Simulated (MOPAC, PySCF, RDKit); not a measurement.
Dimer: SiH4 (SMILES [SiH4]) (first 5 atoms) with CH5N (SMILES CN); geometry from B3LYP-D3(BJ)/def2-TZVP, rigid monomers moved along the line of their centres of mass till Si1···H12 is 3.67 Å.
(charge 0, multiplicity 1):
```xyz
12

Si    -0.02219    -0.12478    -0.06856
H      0.04119     1.22433     0.53591
H      0.28310    -0.03284    -1.51421
H     -1.38116    -0.68415     0.11005
H      0.96690    -1.00720     0.58928
C      0.70486     0.28454     4.24958
N     -0.61113    -0.26937     3.94091
H      1.25402    -0.42260     4.87309
H      0.58114     1.20000     4.83009
H      1.32863     0.52010     3.37681
H     -0.53467    -1.13511     3.42191
H     -1.15986     0.37232     3.38248
```

Monomers are frozen at their geometry in the pair; levels with a basis set take the counterpoise correction. Rows marked so take none. RDKit's UFF carries no charges.

Rows in 6-31G* carry no dispersion term and start afresh at each structure (6-31G* with six Cartesian d functions). The state that AM1 reach isn't checked.

The values were computed with MOPAC for AM1 (differences of heats of formation); PySCF for 6-31G* rows; RDKit for the force fields. Values without a source in brackets are computed.

One of these levels gives 1.7 kJ/mol for the interaction energy. Which one is it?
A. AM1
B. HF/6-31G* (no counterpoise)
C. UFF

A, AM1. The others give -5.2 (UFF), -1.6 (HF/6-31G* (no counterpoise))
